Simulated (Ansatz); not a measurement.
Ansatz (a first-principles code) input:

Ansatz 0.2 input:
```yaml
crystal:
  periodic: [false, false, false]
  atoms:
    - {symbol: Cd, position_ang: [-0.56021656, 0.41365500, 0.58758061]}
    - {symbol: I, position_ang: [0.03277774, 1.82564133, -1.89380735]}
    - {symbol: I, position_ang: [0.47458821, -2.20027227, 1.36165888]}
basis:
  gaussian:
    orbitals: def2-TZVPD
hamiltonian:
  xc: {name: PBE}
total_charge: -1
magnetization: {spin_polarized: true, initial_magnetization: 1}
output: {forces: true}
```

Task: What final total energy does it print?

Result: -763.33980 Eh (PBE/def2-TZVPD). The basis has 158 functions.

The spin state was set by rule; other spins were not relaxed.
